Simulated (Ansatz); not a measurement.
Consider the substitution at a C–C bond: `O=CC(F)[TeH]` + H₂S → `FC(S)[TeH]` + `C=O`.

Gas-phase electronic energies from Ansatz, PBE0-D4/def2-TZVP geometries. CCSD(T)/CBS is the MP2 limit (def2-TZVPP, def2-QZVPP) plus CCSD(T) − MP2 in def2-TZVPP, frozen cores. This one scheme is used for every species. Functionals use def2-TZVPP. B3LYP here is the variant with VWN-RPA as its local correlation; programs differ in this. HSE06 is defined as in plane-wave codes. def2 core potentials past Kr. For Te outer-core shells are correlated without core-valence functions, which leaves a few kJ/mol of doubt a bond. One conformer a species, not always the lowest.

`O=CC(F)[TeH]`:

Z-matrix (Å, degrees):
```
C
C 1 1.499
Te 1 2.170 2 106.2
F 1 1.352 2 112.7 3 -124.2
H 1 1.096 2 110.5 3 111.9
O 2 1.197 1 124.1 3 109.6
H 2 1.110 1 113.1 3 -69.4
H 3 1.657 1 91.9 2 -48.6
```

H₂S:

Z-matrix (Å, degrees):
```
S
H 1 1.341
H 1 1.341 2 92.3
```

`FC(S)[TeH]`:

Cartesian coordinates in Å:
```
F 1.465 -0.271 -1.000
C 0.407 -0.156 -0.131
S -0.087 1.535 0.126
Te -1.235 -1.251 -1.041
H 0.688 -0.639 0.803
H 0.941 1.875 0.931
H -2.178 -1.094 0.312
```

`C=O`:

Z-matrix (Å, degrees):
```
C
O 1 1.195
H 1 1.109 2 122.0
H 1 1.109 2 122.0 3 -180.0
```

```json
{"level": "BLYP-D4", "ΔE (kJ/mol)": "47.0", "difference from CCSD(T)/CBS": "1.2"}
{"level": "r2SCANh-D4", "ΔE (kJ/mol)": "55.4", "difference from CCSD(T)/CBS": "9.6"}
{"level": "HSE06-D4", "ΔE (kJ/mol)": "51.4", "difference from CCSD(T)/CBS": "5.6"}
{"level": "B2PLYP", "ΔE (kJ/mol)": "48.1", "difference from CCSD(T)/CBS": "2.3"}
{"level": "PBE", "ΔE (kJ/mol)": "51.0", "difference from CCSD(T)/CBS": "5.2"}
{"level": "revPBE", "ΔE (kJ/mol)": "48.0", "difference from CCSD(T)/CBS": "2.2"}
{"level": "BLYP", "ΔE (kJ/mol)": "47.8", "difference from CCSD(T)/CBS": "2.0"}
{"level": "PBE0", "ΔE (kJ/mol)": "51.6", "difference from CCSD(T)/CBS": "5.8"}
{"level": "B3LYP", "ΔE (kJ/mol)": "49.3", "difference from CCSD(T)/CBS": "3.5"}
{"level": "HSE06", "ΔE (kJ/mol)": "51.7", "difference from CCSD(T)/CBS": "5.9"}
{"level": "CAM-B3LYP", "ΔE (kJ/mol)": "50.4", "difference from CCSD(T)/CBS": "4.6"}
{"level": "RPA@PBE/def2-TZVPP", "ΔE (kJ/mol)": "44.1", "difference from CCSD(T)/CBS": "-1.7"}
{"level": "HF/def2-SVP", "ΔE (kJ/mol)": "54.8", "difference from CCSD(T)/CBS": "9.0"}
{"level": "MP2/def2-SVP", "ΔE (kJ/mol)": "53.1", "difference from CCSD(T)/CBS": "7.3"}
{"level": "CCSD/def2-SVP", "ΔE (kJ/mol)": "52.4", "difference from CCSD(T)/CBS": "6.6"}
{"level": "MP2/def2-QZVPP", "ΔE (kJ/mol)": "46.0", "difference from CCSD(T)/CBS": "0.2"}
{"level": "CCSD(T)/CBS", "ΔE (kJ/mol)": "45.8", "difference from CCSD(T)/CBS": "0"}
```

Largest T1 diagnostic among the species: 0.015.

Leaving LDA and LC-ωPBE aside and taking each functional with its dispersion term where it has one, the values, not all of them listed here, spread over 9.0 kJ/mol, from BLYP-D4 to r2SCAN-D4. LDA lies +10.3 kJ/mol from PBE without D4. At CCSD(T), def2-SVP lies +6.9 kJ/mol from the extrapolated value and def2-TZVPP +3.3 kJ/mol.
